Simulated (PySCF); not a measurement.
**The first ionisation energy along the 4p block**

All values are computed (PySCF 2.14, energy differences of UHF-based or UKS calculations, no spin-orbit coupling). Values in eV. The last column holds reference values (NIST; (s) semi-empirical, (t) theoretical, else measured). Unmarked ones compare directly (S terms, centres of terms, or small fine structure); those marked * lie between the lowest fine-structure levels and include a spin-orbit shift.

```csv
element,configurations,UHF,MP2 (valence),SCS-MP2 (valence),CCSD (valence),CCSD(T) (valence),BP86,reference
"Ga (jorge-DZP-DKH, spin-free X2C)",[Ar] 3d10 4s2 4p1 → [Ar] 3d10 4s2,5.307,5.271,5.244,5.224,5.228,5.870,5.931
"Ge (jorge-DZP-DKH, spin-free X2C)",[Ar] 3d10 4s2 4p2 → [Ar] 3d10 4s2 4p1,7.336,7.309,7.264,7.244,7.246,7.872,7.925
"As (jorge-DZP-DKH, spin-free X2C)",[Ar] 3d10 4s2 4p3 → [Ar] 3d10 4s2 4p2,9.438,9.422,9.362,9.341,9.341,9.885,10.008
"Se (jorge-DZP-DKH, spin-free X2C)",[Ar] 3d10 4s2 4p4 → [Ar] 3d10 4s2 4p3,8.443,8.599,8.611,8.620,8.623,9.741,9.635
"Br (jorge-DZP-DKH, spin-free X2C)",[Ar] 3d10 4s2 4p5 → [Ar] 3d10 4s2 4p4,10.752,10.940,10.937,10.953,10.955,n/a,11.844
"Kr (jorge-DZP-DKH, spin-free X2C)",[Kr] → [Ar] 3d10 4s2 4p5,13.213,13.439,13.418,13.439,13.442,14.210,14.222
```

Task: Which of these methods has the smallest mean absolute error against the measured values here?

Result: BP86, with 0.071 eV.

| method | elements | mean error (eV) | mean absolute error (eV) | largest error (eV) |
| --- | --- | --- | --- | --- |
| UHF | 6 | -0.846 | 0.846 | -1.192 |
| MP2 (valence) | 6 | -0.764 | 0.764 | -1.036 |
| SCS-MP2 (valence) | 6 | -0.788 | 0.788 | -1.024 |
| CCSD (valence) | 6 | -0.791 | 0.791 | -1.015 |
| CCSD(T) (valence) | 6 | -0.788 | 0.788 | -1.013 |
| BP86 | 5 | -0.029 | 0.071 | -0.123 |

Errors include the incompleteness of the basis and the frozen core.

"Valence" correlates the outer s and p shells and, in groups 3 to 12 and the f block, the outer d or f shell, open or full, or the next shell where the ion has no valence electron left; the wider scheme adds the next inner shell.
